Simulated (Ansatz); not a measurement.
Ansatz results at the PBE0-D4/def2-TZVP geometry: size of the dipole moment (PBE/def2-TZVPP) 2.49 D; HOMO–LUMO gap (ωB97M-V/def2-TZVPP) 10.50 eV; HOMO–LUMO gap (PBE0/def2-TZVPP) 6.71 eV.

Each molecule was computed in one conformer, which needn't be the lowest.

(1) Which molecule gave them?
A. `C[O][InH][Cl]`
B. `[SH][In]([SH])[Br]`
C. `[OH][In]([SH])[SH]`
D. `[SiH3][O][InH][Cl]`

Results:

(1) D. The others give `[SH][In]([SH])[Br]`: 1.40, 9.75, 5.70; `[OH][In]([SH])[SH]`: 0.57, 9.94, 5.91; `C[O][InH][Cl]`: 1.45, 10.12, 6.27.
